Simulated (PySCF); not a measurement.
**Dipole moment and polarisability of `C#C[Si@@](N)(P)C(=C)C`**

Compound: C5H10NPSi.
Atom-mapped SMILES: `[CH:1]#[C:2][Si@@:3]([NH2:4])([PH2:5])[C:6](=[CH2:7])[CH3:8]` (hydrogens: H9 on C1; H10, H11 on N4; H12, H13 on P5; H14, H15 on C7; H16, H17, H18 on C8)

Structure used (GFN2-xTB), in Å, numbered top down from 1:
```xyz
18
C5H10NPSi angstrom
C      0.2615   -0.1876   -3.1633
C     -0.1523   -0.0834   -2.0392
Si    -0.8159    0.0311   -0.2987
N     -2.0112    1.2475   -0.0417
P     -1.9000   -1.9038    0.1378
C      0.6712    0.3849    0.8275
C      0.5907    1.2266    1.8476
C      1.9254   -0.3775    0.5284
H      0.6272   -0.2730   -4.1466
H     -2.9618    1.0536   -0.3110
H     -1.7829    2.2106   -0.2236
H     -1.3596   -2.0570    1.4028
H     -0.9281   -2.7034   -0.4367
H      1.4283    1.4163    2.5031
H     -0.3165    1.7622    2.0684
H      2.7317   -0.0969    1.2032
H      2.2400   -0.1963   -0.4985
H      1.7434   -1.4477    0.6287
```

Level: wB97X-D/def2-SVPD (PySCF), static field, nuclei fixed, core orbitals frozen in the response. The polarisability tensor in these axes (au):

```
x   112.94   6.78  -4.12
y     6.78 113.03   9.49
z    -4.12   9.49 128.57
```

Q: What are the eigenvalues, a third of the trace, and Δα (Δα² = ½Σ(αi − αj)² over the three pairs)?

A: Principal values 102.54, 118.90 and 133.10 au; mean 118.18 au = 17.51 Å³ = 19.49 × 10⁻⁴⁰ C²·m²/J; Δα = 26.49 au (22 % of the mean).

Q: What is the dipole moment, and where does it point?

A: (0.69, 0.82, -0.55) D, 1.21 D in size, pointing from the negative to the positive side. Measured along this direction, the outermost atoms are H12 at the negative end and H9 at the positive end.

Q: Along which axes do the principal values lie, and how far do the nuclei extend along each?

A: Largest value along (-0.05, 0.41, 0.91), where the nuclei span 6.71 Å; middle along (0.79, 0.57, -0.22), 4.47 Å; least along (-0.61, 0.71, -0.36), 5.04 Å. The strongest response lies along the longest span, while the other two are in reverse order.

Q: Refractivity n − 1 of an ideal gas of it at 273.15 K and 1 atm, from the electronic α?

A: N = p/kT = 2.6868 × 10¹⁹ cm⁻³, so n − 1 = 2π × N × 17.51 × 10⁻²⁴ cm³ = 2956 × 10⁻⁶ at long wavelengths.

Q: Molar refractivity from α?

A: Lorentz–Lorenz: R = (4π/3)N_A α = 2.5225 cm³/(mol·Å³) × 17.51 Å³ = 44.2 cm³/mol, in the limit of long wavelengths.

Q: In TDDFT the mean static polarisability is Σ f/ω² over all singlet excitations (ω in hartree). How much of it do the 8 lowest give? Their energies (eV) and oscillator strengths: 6.05, 0.0480; 6.11, 0.0564; 6.24, 0.0226; 6.40, 0.0951; 6.47, 0.0257; 6.62, 0.0459; 6.81, 0.0514; 6.84, 0.0929.

A: They add up to 7.76 au, 6.6 % of the 118.18 au; the largest single term is 1.72 au, from the state at 6.40 eV. Terms in order: 0.97, 1.12, 0.43, 1.72, 0.45, 0.78, 0.82, 1.47 au. Higher excitations give the rest. The strengths listed sum to 0.438.

Geometry: GFN2-xTB, one conformer, isolated molecule.

These values come from a run that also computed excited states. The run took 3.2 min (with the writing of density and orbital grids) on Intel Xeon at 2.50 GHz, one thread, shared host, and the process peaked at 1.1 GiB of memory.
